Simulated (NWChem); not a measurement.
System meant: C4H8O; SMILES C=C(C)OC

Here is an NWChem input.

```
start job
memory heap 200 mb stack 900 mb global 1100 mb
geometry units angstroms noautoz
  C      1.441599    -0.454632     0.000000
  C      0.098964    -0.475529     0.000000
  C     -0.726973    -1.720290     0.000000
  O     -0.698516     0.615089     0.000000
  C     -0.095767     1.877512     0.000000
  H      1.990410    -1.396287     0.000000
  H      2.024470     0.466539     0.000000
  H     -1.381824    -1.740731     0.885381
  H     -1.381824    -1.740731    -0.885381
  H     -0.097035    -2.618099     0.000000
  H     -0.905133     2.619110     0.000000
  H      0.532431     2.028397    -0.896208
  H      0.532431     2.028397     0.896208
end
basis spherical
  * library def2-svp
end
dft
  odft
  mult 2
  xc xpbe96 cpbe96
  iterations 150
  mulliken
end
task dft energy
```

End of the output:

```
 Summary of "ao basis" -> "" (spherical)
 ------------------------------------------------------------------------------
       Tag                 Description            Shells   Functions and Types
 ---------------- ------------------------------  ------  ---------------------
 *                          def2-svp                  on all atoms

  pbe96 is a nonlocal functional; adding pw91lda local functional.

                                 NWChem DFT Module
                                 -----------------

 Summary of "ao basis" -> "ao basis" (spherical)
 ------------------------------------------------------------------------------
       Tag                 Description            Shells   Functions and Types
 ---------------- ------------------------------  ------  ---------------------
 C                          def2-svp                 6       14   3s2p1d
 O                          def2-svp                 6       14   3s2p1d
 H                          def2-svp                 3        5   2s1p

 Summary of "ao basis" -> "ao basis" (spherical)
 ------------------------------------------------------------------------------
       Tag                 Description            Shells   Functions and Types
 ---------------- ------------------------------  ------  ---------------------
 C                          def2-svp                 6       14   3s2p1d
 O                          def2-svp                 6       14   3s2p1d
 H                          def2-svp                 3        5   2s1p

      Symmetry analysis of basis
      --------------------------

        a'         76
        a"         34

  number of electrons :                   40
  multiplicity        :                    2
 ------------------------------------------------------------------------
  no. of electrons and multiplicity not compatible                  40
 ------------------------------------------------------------------------
 ------------------------------------------------------------------------
  current input line :
    28: task dft energy
 ------------------------------------------------------------------------
 ------------------------------------------------------------------------
 There is an error in the input file
 ------------------------------------------------------------------------
 For more information see the NWChem manual at https://nwchemgit.github.io

0: no. of electrons and multiplicity not compatible:Received an Error in Communication
```

What is wrong, and how is it mended?

The program refused the input. Cause: the multiplicity doesn't fit the number of electrons (an even count wants an odd multiplicity, and the reverse). This input runs:
```
start job
memory heap 200 mb stack 900 mb global 1100 mb
geometry units angstroms noautoz
  C      1.441599    -0.454632     0.000000
  C      0.098964    -0.475529     0.000000
  C     -0.726973    -1.720290     0.000000
  O     -0.698516     0.615089     0.000000
  C     -0.095767     1.877512     0.000000
  H      1.990410    -1.396287     0.000000
  H      2.024470     0.466539     0.000000
  H     -1.381824    -1.740731     0.885381
  H     -1.381824    -1.740731    -0.885381
  H     -0.097035    -2.618099     0.000000
  H     -0.905133     2.619110     0.000000
  H      0.532431     2.028397    -0.896208
  H      0.532431     2.028397     0.896208
end
basis spherical
  * library def2-svp
end
dft
  xc xpbe96 cpbe96
  iterations 150
  mulliken
end
task dft energy
```
It converges to -231.96289 Ha (PBE/def2-SVP).
